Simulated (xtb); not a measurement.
O2S2, SMILES S=S(=O)=O. All values are semi-empirical tight-binding results from xtb (GFN2-xTB unless named), good for trends rather than for accurate numbers. Geometry optimised at GFN2-xTB.

Optimised geometry:

Bonds (Å): S1–S2 1.909, S1–O3 1.427, S1–O4 1.427. Angles (°): S2–S1–O3 120.3, S2–S1–O4 120.3, O3–S1–O4 119.3.
Charge 0, spin multiplicity 1.

```yaml
point_group_as_xtb_finds_it: C2v
orbital_gap: 2.11 eV
zero_point_energy: 5.7 kcal/mol
G − E(el) at 298.15 K (modified RRHO): -11.3 kcal/mol
static polarisability (D4 model): 50.5 bohr³
solvation energy, GFN2-xTB/ALPB(water): -2.4 kcal/mol
solvation energy, GFN2-xTB/ALPB(hexane): -5.8 kcal/mol
```

Q: Give the atomic charges and the Wiberg bond orders between heavy atoms. (An estimate is asked for; the answer gives what the named calculation found.)

A: charges (e) S1 1.14, S2 -0.23, O3 -0.46, O4 -0.46. Bond orders S1–S2 1.33, S1–O3 1.69, S1–O4 1.69.
